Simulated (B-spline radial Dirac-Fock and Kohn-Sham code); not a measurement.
# Energy-loss ionisation edge M5 of Hg

System: the free mercury atom, 1s2 2s2 2p6 3s2 3p6 3d10 4s2 4p6 4d10 4f14 5s2 5p6 5d10 6s2. The computed values come from a B-spline atomic structure program: the first Born approximation with generalised oscillator strengths from a Dirac-Hartree-Slater potential (longitudinal and transverse terms; continuum final states only, so no white lines or fine structure). The edge is taken at 2295.0 eV (tabulated value).

The run's input, task.json:

```json
{"items": [{
  "Z": 80,
  "q": 0,
  "cfg": [[1, 0, 2], [2, 0, 2], [2, 1, 6], [3, 0, 2], [3, 1, 6], [3, 2, 10], [4, 0, 2], [4, 1, 6], [4, 2, 10], [4, 3, 14], [5, 0, 2], [5, 1, 6], [5, 2, 10], [6, 0, 2]],
  "A": 202,
  "rrms": 5.4648,
  "do": "eels",
  "beams": [[60, 5], [80, 10], [80, 100], [100, 5], [100, 10], [120, 10], [120, 20], [120, 100], [200, 20], [200, 50], [300, 5], [300, 10], [300, 20], [300, 100]],
  "edges": {"M5": 2295.0}
}]}
```

Run with: `python xray2_run.py task.json out`

Edge shape dσ/dE in barn per eV:

```csv
E − edge (eV),"120 kV, 20 mrad","200 kV, 50 mrad","300 kV, 20 mrad"
1,0.0528,0.117,0.0643
3,0.0598,0.136,0.0732
6,0.0821,0.183,0.100
10,0.151,0.308,0.181
15,0.341,0.641,0.405
20,0.661,1.20,0.781
30,1.32,2.33,1.55
40,1.64,2.90,1.93
50,1.79,3.17,2.12
65,1.90,3.37,2.25
80,1.91,3.41,2.27
100,1.85,3.34,2.22
125,1.78,3.24,2.14
150,1.72,3.15,2.08
200,1.57,2.93,1.92
250,1.44,2.74,1.78
300,1.32,2.56,1.65
```

For the first setting the maximum lies 80 eV above the edge, a delayed edge: the centrifugal barrier keeps slow electrons of high angular momentum away from the core. The intensity 300 eV above the edge is 69 % of the maximum.
